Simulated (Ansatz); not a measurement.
Spectroscopic constants of CdSe, closed-shell singlet (lowest of 2S+1 = 1, 3 at CCSD(T)/def2-TZVPP on PBE0 minima; our sources give no spin for the ground state, which may be another). No spin–orbit coupling. Se is treated without relativity.

Constants: fifth-degree fit in 1/R to seven points, most abundant isotopes. Runs in def2 and cc sets follow the lowest solution found near the PBE0 minimum. The singlet is held restricted.

Run with Ansatz (a program for electronic structure) with Gaussian orbitals.  In def2 rows elements past Kr take small-core potentials, without spin–orbit coupling.

Energies at SVWN5/def2-TZVPP:

```
R (Å)        E (hartree)
--------  --------------
2.192288  -2565.61031816
2.251220  -2565.61370860
2.305438  -2565.61480453
2.366728  -2565.61423950
2.428018  -2565.61222132
2.498736  -2565.60858479
2.581242  -2565.60314903
```

**Question.** With a reduced mass of 46.9651 u, find the minimum, the force constant and the constants.

**Answer.** A fifth-degree polynomial in 1/R puts the minimum at r_e = 2.3156 Å with force constant 213 N/m. Then ω_e = (1/2πc)√(k/μ) = 278 cm⁻¹ and B_e = h/(8π²cμr_e²) = 0.06694 cm⁻¹; the cubic and quartic terms give α_e = 0.00025 and ω_e x_e = 0.82 cm⁻¹.
